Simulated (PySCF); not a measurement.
**Mayer bond orders and bond lengths**

Compound: C8H16O2.
Atom-mapped SMILES: `[OH:1][CH2:2][C@@H:3]1[CH2:4][CH2:5][CH2:6][C@@H:7]([CH2:8][OH:9])[CH2:10]1` (hydrogens: H11 on O1; H12, H13 on C2; H14 on C3; H15, H16 on C4; H17, H18 on C5; H19, H20 on C6; H21 on C7; H22, H23 on C8; H24 on O9; H25, H26 on C10)

Geometry (GFN2-xTB, Å), atoms numbered from 1 in this order:
```
atom  x, y, z in Å
O1     2.209    1.168   -1.934
C2     1.750   -0.079   -1.469
C3     1.515   -0.096    0.048
C4     1.134   -1.491    0.551
C5    -0.287   -1.882    0.155
C6    -1.280   -0.845    0.664
C7    -0.956    0.534    0.092
C8    -1.958    1.581    0.595
O9    -3.283    1.313    0.203
C10    0.468    0.941    0.470
H11    3.022    1.391   -1.466
H12    0.823   -0.262   -2.014
H13    2.465   -0.873   -1.733
H14    2.470    0.184    0.516
H15    1.846   -2.226    0.168
H16    1.206   -1.497    1.641
H17   -0.523   -2.861    0.579
H18   -0.363   -1.965   -0.930
H19   -2.299   -1.125    0.391
H20   -1.229   -0.798    1.755
H21   -1.037    0.491   -1.001
H22   -1.977    1.589    1.688
H23   -1.651    2.580    0.249
H24   -3.316    1.278   -0.760
H25    0.518    1.074    1.554
H26    0.712    1.898    0.002
```

Bond orders from the PBE0/pcSseg-1 density (PySCF). The structure is a single GFN2-xTB conformer in the gas phase; no vibrational or solvent corrections.

(1) How far do the computed orders between heavy atoms stray from the drawn ones?

(2) Set the Mayer orders of the bonds between heavy atoms beside their lengths.

Results:

(1) The largest departure is 0.066, at O1–C2 (drawn single, 0.934).

(2) 
| bond | drawn as | length (Å) | Mayer order |
| --- | --- | --- | --- |
| O1–C2 | single | 1.408 | 0.934 |
| C2–C3 | single | 1.535 | 0.986 |
| C3–C4 | single | 1.531 | 1.024 |
| C4–C5 | single | 1.526 | 1.031 |
| C5–C6 | single | 1.524 | 1.045 |
| C6–C7 | single | 1.528 | 0.984 |
| C7–C8 | single | 1.534 | 1.021 |
| C8–O9 | single | 1.408 | 0.941 |
| C7–C10 | single | 1.529 | 0.991 |
| C10–C3 | single | 1.533 | 1.015 |

By pair of heavy elements: C–O: all 2 within 0.02 of one another (0.934 to 0.941). C–C: lowest C6–C7 and C2–C3 (0.984, 1.528 Å), highest C5–C6 (1.045, 1.524 Å); in 4 of the 28 pairs the longer bond (by over 0.003 Å) has the higher order (by 0.02 or more). Bonds named together lie within 0.004.

Question: And the bonds to hydrogen?

Answer: H–O: 0.95 (2 bonds); C–H: 0.93 to 0.95 (14 bonds).

Question: Sum the orders of all bonds at each heavy atom with more than one neighbour and set the sums beside the valence in the SMILES.

Answer: O1 1.885 (drawn 2), C2 3.814 (drawn 4), C3 3.972 (drawn 4), C4 3.949 (drawn 4), C5 3.976 (drawn 4), C6 3.919 (drawn 4), C7 3.923 (drawn 4), C8 3.860 (drawn 4), O9 1.894 (drawn 2), C10 3.888 (drawn 4). Orders between atoms that aren't bonded are not in these sums.

For a closed shell the Mayer order of atoms A and B is Σ (PS)μν (PS)νμ over the basis functions μ on A and ν on B, with P the density and S the overlap matrix.
